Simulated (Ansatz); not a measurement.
`B[O][GeH2][F]`. Total charge 0; spin multiplicity 1. Correlated methods include outer-core shells of Ge, which these sets cover unevenly. Scalar relativity is left out up to krypton.

```
atom   x (Å)   y (Å)   z (Å)
  B1  -1.252   0.685  -0.667
  O2   0.058   0.387  -0.779
 Ge3   0.984  -0.578   0.392
  F4   1.689   0.575   1.471
  H5  -1.742   1.384  -1.508
  H6  -1.903   0.247   0.250
  H7   0.041  -1.458   1.215
  H8   2.125  -1.243  -0.374
```

Give the diagnostics of a CCSD(T)/def2-TZVPP run (frozen core, Ansatz). (Estimate.)

Ansatz gave: T1 = 0.0131, largest single amplitude 0.032, largest double 0.024, (T) share of the correlation energy 3.2 %, 9 CCSD cycles. The RHF solution is stable towards an unrestricted one. T1 lies under the customary mark of 0.02 for closed shells.
